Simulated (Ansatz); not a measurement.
Consider the ligand exchange at the Si–N bond: `[OH][SnH2][NH][SiH3]` + `N[SiH](Cl)Cl` → `[SiH3]N[SiH](Cl)Cl` + `[NH2][SnH2][OH]`.

Program: Ansatz. Geometries: PBE0-D4/def2-TZVP. ΔE: electronic, gas phase. CBS: MP2 limit from def2 TZ/QZ plus the TZ coupled-cluster correction, frozen cores. Functionals use def2-TZVPP. B3LYP here is the variant with VWN-RPA as its local correlation; programs differ in this. def2 core potentials past Kr. For Sn outer-core shells are correlated without core-valence functions, which leaves a few kJ/mol of doubt a bond. One conformer a species, not always the lowest.

```csv
level,ΔE (kcal/mol),difference from CCSD(T)/CBS
r2SCAN-D4,2.6,-0.1
B3LYP-D4,2.4,-0.3
ωB97X-V,2.6,-0.1
ωB97M-V,2.6,-0.1
B2PLYP,2.7,0.0
PBE,2.4,-0.3
r2SCAN,2.6,-0.1
PBE0,2.5,-0.2
SCS-MP2/def2-TZVPP,2.7,0.0
CCSD/def2-TZVPP,2.6,-0.1
CCSD(T)/def2-TZVPP,2.6,-0.1
HF/def2-QZVPP,2.9,0.2
MP2/def2-QZVPP,2.8,0.1
SCS-MP2/def2-QZVPP,2.8,0.1
HF/CBS(def2),2.9,0.2
MP2/CBS(def2),2.9,0.2
CCSD(T)/CBS,2.7,0
```

Largest T1 diagnostic among the species: 0.013.
